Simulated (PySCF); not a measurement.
Relaxation of triplet TiF(OH)

These are results of UPBE0/[Ti def2-TZVP, F def2-TZVP, O def2-TZVP, H def2-TZVP], no relativity, density fitting, PySCF, not measurements. A (50,194) grid was used.

A hand-made linear (heavy-atom frame) start, of Cs symmetry, held to at least that symmetry:

```xyz
4
charge 0 multiplicity 3, angstrom
Ti   -0.0088    0.0000   -0.0422
F    -0.0088    0.0000    1.9578
O    -0.0088    0.0000   -2.0322
H     0.7266    0.0000   -2.6493
```

Optimiser trace:
| step | E − E(last) (kJ/mol) | largest gradient (Eh/bohr) |
| --- | --- | --- |
| 0 | 69.86 | 0.05352 |
| 1 | 27.73 | 0.02681 |
| 2 | 16.67 | 0.02622 |
| 3 | 11.13 | 0.00991 |
| 4 | 6.77 | 0.00838 |
| 5 | 3.34 | 0.01672 |
| 6 | 1.03 | 0.00665 |
| 7 | 0.47 | 0.00174 |
| 8 | 0.33 | 0.00236 |
| 9 | 0.31 | 0.00048 |
| 10 | 0.30 | 0.00040 |
| 11 | 0.16 | 0.00382 |
| 12 | 0.09 | 0.00309 |
| 13 | 0.01 | 0.00027 |
| 14 | 0.01 | 0.00147 |
| 15 | 0.00 | 0.00017 |
| 16 | 0.00 | 0.00006 |

It ends at Cs with O–H 0.953 Å, Ti–F 1.808 Å, Ti–O 1.800 Å; F–Ti–O 150.1°, H–O–Ti 161.5° (after a last refinement on a finer grid). No frequency check is given, so it may be a saddle point.

With open d or f shells other occupations or spin states may lie lower.

The relaxation took 35 s on 4 threads of a shared Arm Neoverse V2 host, with 113 basis functions and 17 gradients; the process peaked at 0.77 GiB. Launch command: `OMP_NUM_THREADS=4 python axn.py task.json out`.
